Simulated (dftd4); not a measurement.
C5H15N2Si (SMILES CN(C)[Si](C)N(C)C), doublet, at a GFN2-xTB geometry; D4 for wb97x (dftd4).

Here is a job for dftd4.
```
$ dftd4 mol.xyz --func wb97x --charge 0 --json dftd4.json --noedisp --property

# file mol.xyz
23

C      2.42911425     0.14893972     1.29946826
N      1.35903917    -0.26522210     0.43359287
C      1.49560796    -1.62915642    -0.00208307
Si    -0.12147409     0.64906371     0.39536643
C      0.24816781     2.23045437    -0.61350139
N     -1.29164595    -0.33051078    -0.44587289
C     -2.19130465     0.22706462    -1.41904632
C     -1.85372746    -1.49179075     0.19462288
H      2.28970945     1.18924391     1.58019373
H      2.47019164    -0.45518302     2.21506570
H      3.39018434     0.04643618     0.78529525
H      0.71099494    -1.86270648    -0.71486176
H      2.46694213    -1.76200953    -0.48989427
H      1.44206548    -2.33799598     0.83563189
H     -0.60237413     2.90364485    -0.63812357
H      1.08081107     2.76952925    -0.17391572
H      0.52133067     1.98375771    -1.63803406
H     -3.13667552     0.55211813    -0.96396338
H     -1.73205897     1.07876649    -1.90964269
H     -2.42678671    -0.52811780    -2.17580139
H     -2.81399645    -1.26342747     0.67485946
H     -2.02788702    -2.28006011    -0.54535953
H     -1.17071372    -1.86382743     0.95261815
```

It wrote (shortened):

```
                    ____  _____ _____     ____  _  _
      -------------|  _ \|  ___|_   _|---|  _ \| || |------------
     |             | | | | |_    | | ___ | | | | || |_           |
     |             | |_| |  _|   | ||___|| |_| |__   _|          |
     |             |____/|_|     |_|     |____/   |_|            |
     |             ===================================           |
     |            E. Caldeweyher, S. Ehlert & S. Grimme          |
     |          Mulliken Center for Theoretical Chemistry        |
     |                    University of Bonn                     |
      -----------------------------------------------------------

Rational (Becke-Johnson) damping: wb97x-D4-ATM
---------------------
  s6         1.0000
  s8         0.5093
  s9         1.0000
  a1         0.0662
  a2         5.4487
 alp        16.0000
--------------------

Atomic data, radii in Ångström:
------------------------------------------------------
   Z          R(cov)      r4/r2   hardness         EN
------------------------------------------------------
   6 C        1.0000     1.6431     0.4220     2.5500
   7 N        0.9467     1.4350     0.5044     3.0400
  14 Si       1.3867     2.5839     0.3054     1.9000
   1 H        0.4267     1.0622     0.4726     2.2000
------------------------------------------------------

Atomic reference systems (in atomic units):
----------------------------------------------------------------------------
   Z        #      CN     q+Z       C6(AA)   #      CN     q+Z       C6(AA)
----------------------------------------------------------------------------
   6 C      1  0.0000  6.0000      49.3833   2  0.9189  5.8288      52.1688
            3  1.9079  5.8579      35.6972   4  2.8312  5.7775      35.8445
            5  3.7487  5.7435      28.6317   6  2.9183  5.8956      32.2504
            7  0.8556  6.2103      25.6194
   7 N      1  0.0000  7.0000      25.3714   2  0.8583  6.6470      32.5496
            3  1.8399  6.6987      28.5877   4  2.5804  6.1757      42.3910
            5  0.9809  7.0000      18.1534
  14 Si     1  0.0000 14.0000     321.4498   2  0.8915 14.0165     270.4983
            3  1.8234 13.9936     236.2774   4  2.8003 13.9692     228.3542
            5  3.6668 13.9341     158.2713
   1 H      1  0.0000  1.0000       7.6362   2  0.8942  1.0000       3.0374
----------------------------------------------------------------------------

Atomic properties (in atomic units):
----------------------------------------------------------------------------
     #    Z              CN          q      C6(AA)        C8(AA)   alpha(0)
----------------------------------------------------------------------------
     1    6 C        3.7450    -0.1359     25.9304      749.9513     7.3506
     2    7 N        2.6355    -0.3980     28.3713      625.8935     7.9745
     3    6 C        3.7220    -0.1234     25.6916      743.0454     7.3239
     4   14 Si       2.6588     0.2915    210.0763    15026.0500    31.0718
     5    6 C        3.6477    -0.2799     29.6963      858.8697     7.9152
     6    7 N        2.6354    -0.3999     28.4192      626.9511     7.9812
     7    6 C        3.7357    -0.1333     25.8862      748.6734     7.3471
     8    6 C        3.7440    -0.1329     25.8633      748.0110     7.3414
     9    1 H        0.9249     0.0847      1.9314       23.3472     2.1733
    10    1 H        0.9235     0.0838      1.9406       23.4591     2.1785
    11    1 H        0.9239     0.0868      1.9101       23.0897     2.1613
    12    1 H        0.9250     0.1065      1.7271       20.8774     2.0551
    13    1 H        0.9239     0.0865      1.9138       23.1346     2.1634
    14    1 H        0.9234     0.0824      1.9544       23.6260     2.1863
    15    1 H        0.9251     0.0820      1.9585       23.6744     2.1885
    16    1 H        0.9251     0.0863      1.9155       23.1550     2.1643
    17    1 H        0.9247     0.0952      1.8296       22.1167     2.1152
    18    1 H        0.9234     0.0826      1.9526       23.6037     2.1853
    19    1 H        0.9251     0.0887      1.8916       22.8664     2.1508
    20    1 H        0.9239     0.0870      1.9080       23.0648     2.1601
    21    1 H        0.9235     0.0831      1.9477       23.5450     2.1825
    22    1 H        0.9239     0.0849      1.9293       23.3225     2.1722
    23    1 H        0.9250     0.0913      1.8661       22.5579     2.1362
----------------------------------------------------------------------------

Molecular properties (in atomic units):
----------------------------------------
 molecular C6                5041.8544
 molecular C8              143448.8229
----------------------------------------

Dispersion energy:      -4.4482130070840E-02 Eh

[Info] JSON dump of results written to 'dftd4.json'
```
